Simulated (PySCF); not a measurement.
Isomers of H3ClSi3. All species are isolated molecules in the gas phase. Strings in code marks are SMILES.

Quantity: electronic energy of isomers of H3ClSi3 relative to `Cl[SiH]1[SiH]=[SiH]1`, in eV.

Level 1: M06-2X/def2-TZVP // PBE0-D3(BJ)/def2-TZVP (PySCF)
Level 2: PBE-D3(BJ)/def2-TZVP // PBE0-D3(BJ)/def2-TZVP (PySCF)
Level 3: B3LYP/6-31G* // PBE0-D3(BJ)/def2-TZVP (PySCF)
Level 4: HF/3-21G // PBE0-D3(BJ)/def2-TZVP (PySCF)

| species | level 2 | level 3 | level 4 |
|---|---|---|---|
| `Cl[Si]1=[SiH][SiH2]1` | 0.131 | 0.162 | 0.274 |

Task: What does level 1 give for each?

Result: 
- `Cl[Si]1=[SiH][SiH2]1`: 0.164
